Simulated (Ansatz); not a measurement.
## Ansatz (development build ahead of 0.2.0) run

```yaml
crystal:
  periodic: [false, false, false]
  atoms:
    - { symbol: C, position_ang: [-0.03656, -0.00694, -1.47778] }
    - { symbol: Br, position_ang: [0.01595, -0.00726, 0.46515] }
    - { symbol: H, position_ang: [0.04363, -1.03122, -1.835] }
    - { symbol: H, position_ang: [-0.90926, 0.54247, -1.90159] }
    - { symbol: H, position_ang: [0.94951, 0.51904, -1.86622] }
basis:
  gaussian: { orbitals: aug-cc-pVDZ }
hamiltonian:
  xc: hf
correlation:
  method: mp2
  frozen_orbitals: { Br: 9, C: 1, H: 0 }
```

The input is written out in the form of the current development build from the run's settings.

The run gave:

```
Converged                       : yes
Reference energy                : -2611.99736 hartree
Correlation energy              : -0.29943 hartree
Total energy                    : -2612.29679 hartree
Spin squared of the determinant : 0.000
```
